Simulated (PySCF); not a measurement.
## Correlation energy of Se³⁺ (selenium, charge +3)

[Ar] 3d10 4s2 4p1, 2P determinant. All numbers are calculated (PySCF 2.14, the spin-free X2C one-electron Hamiltonian (Gaussian nucleus), in x2c-QZVPPall (11s8p5d4f1g, 97 functions)). Frozen: [Ar] 3d10; 3 electrons correlated.

MP2 pair energies summed by pair of shells (mhartree):

| pair | energy | share (%) |
| --- | --- | --- |
| 4s-4s | -24.70 | 54.5 |
| 4s-4p | -20.64 | 45.5 |

Total MP2 correlation energy: -45.34 mhartree.

Same-spin part -2.86 and opposite-spin part -42.48 mhartree; SCS-MP2 scales them by 1/3 and 6/5 to -51.93 mhartree.
